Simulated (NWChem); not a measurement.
System: H$_{2}$ cation, doublet

Input file for NWChem:

```
start job
memory heap 200 mb stack 900 mb global 1100 mb
charge 1
geometry units angstroms noautosym nocenter noautoz
  H      0.000000     0.000000    -0.564879
  H      0.000000     0.000000     0.564879
end
basis spherical
  H library def2-svp
end
dft
  odft
  mult 2
  xc xpbe96 cpbe96
  iterations 150
end
property
  hyperfine
end
task dft property
```

Parts of the log:

```
             Northwest Computational Chemistry Package (NWChem) 7.3.0
             --------------------------------------------------------

                             Geometry "geometry" -> ""
                             -------------------------

 Output coordinates in angstroms (scale by  1.889725989 to convert to a.u.)

  No.       Tag          Charge          X              Y              Z
 ---- ---------------- ---------- -------------- -------------- --------------
    1 H                    1.0000     0.00000000     0.00000000    -0.56487900
    2 H                    1.0000     0.00000000     0.00000000     0.56487900

 Effective nuclear repulsion energy (a.u.)       0.4683987624

  pbe96 is a nonlocal functional; adding pw91lda local functional.
                              NWChem Property Module
                              ----------------------

  itol2e modified to match energy
  convergence criterion.

                                 NWChem DFT Module
                                 -----------------

 Summary of "ao basis" -> "ao basis" (spherical)
 ------------------------------------------------------------------------------
       Tag                 Description            Shells   Functions and Types
 ---------------- ------------------------------  ------  ---------------------
 H                          def2-svp                 3        5   2s1p

  itol2e modified to match energy
  convergence criterion.

            General Information
            -------------------
          SCF calculation type: DFT
          Wavefunction type:  spin polarized.
          No. of atoms     :     2
          No. of electrons :     1
           Alpha electrons :     1
            Beta electrons :     0
          Charge           :     1
          Spin multiplicity:     2
          Use of symmetry is: off; symmetry adaption is: off
          Maximum number of iterations: 150
          AO basis - number of functions:    10
                     number of shells:     6
          Convergence on energy requested:  1.00D-07
          Convergence on density requested:  1.00D-05
          Convergence on gradient requested:  5.00D-04

              XC Information
              --------------
          PerdewBurkeErnzerhof Exchange Functional  1.000
            Perdew 1991 LDA Correlation Functional  1.000 local
           PerdewBurkeErnz. Correlation Functional  1.000 non-local

             Grid Information
             ----------------
          Grid used for XC integration:  fine
          Radial quadrature: Mura-Knowles
          Angular quadrature: Lebedev.
          Tag              B.-S. Rad. Rad. Pts. Rad. Cut. Ang. Pts.
          ---              ---------- --------- --------- ---------
          H                   0.35       60           6.0       590
          Grid pruning is: on
          Number of quadrature shells:   120
          Spatial weights used:  Erf1

[...]

          ----------------------
          Hyperfine Interactions
          ----------------------

 Total Spin Density (Fermi Contact Term)
 ------------------ --------------------
     Atom            x         y         z       Density (a.u.)      Aiso(MHz)     Aiso(Gauss)
     1   1-H      0.00000   0.00000  -1.06747       0.180540        806.992705     287.954578
     2   1-H      0.00000   0.00000   1.06747       0.180540        806.992704     287.954578

           -------------------------------------------
           Anisotropic Interaction (Spin-Dipolar Term)
           -------------------------------------------

 ------------------------------------------------------------
     Atom            x         y         z
 ------------------------------------------------------------
     1   1-H      0.00000   0.00000  -1.06747

   Spin-Dipolar term (a.u.)
        xx             yy             zz             xy             xz             yz
 ------------------------------------------------------------------------------------------
      -0.069293      -0.069293       0.138585      -0.000000      -0.000000       0.000000

   Principal Comp. of -hf- tensor (au)            Anisotropic -hfcc- (MHz)               Anisotropic -hfcc- (Gauss)
 --------------------------------------------------------------------------------------------------------------------------
     -0.069293    -0.069293     0.138585     -36.971306   -36.971306    73.942611     -13.192259   -13.192259    26.384518

   Orientation of the principal axis of Hyperfine Tensor w.r.t absolute (molecular) frame
 --------------------------------------------------------------------------------------------------------------------------
      1.000000    -0.000000    -0.000000
     -0.000000     1.000000     0.000000
     -0.000000     0.000000     1.000000

 ------------------------------------------------------------
     Atom            x         y         z
 ------------------------------------------------------------
     2   1-H      0.00000   0.00000   1.06747

   Spin-Dipolar term (a.u.)
        xx             yy             zz             xy             xz             yz
 ------------------------------------------------------------------------------------------
      -0.069293      -0.069293       0.138585       0.000000       0.000000      -0.000000

   Principal Comp. of -hf- tensor (au)            Anisotropic -hfcc- (MHz)               Anisotropic -hfcc- (Gauss)
 --------------------------------------------------------------------------------------------------------------------------
     -0.069293    -0.069293     0.138585     -36.971306   -36.971306    73.942611     -13.192259   -13.192259    26.384518

   Orientation of the principal axis of Hyperfine Tensor w.r.t absolute (molecular) frame
 --------------------------------------------------------------------------------------------------------------------------
      1.000000     0.000000     0.000000
      0.000000     1.000000    -0.000000
      0.000000    -0.000000     1.000000
```

Level: PBE/def2-SVP, spin-unrestricted, contact and dipolar terms. Structure relaxed at the PBE-D3(BJ)/def2-SVP, spin-unrestricted level. No stability test was run on the SCF state.
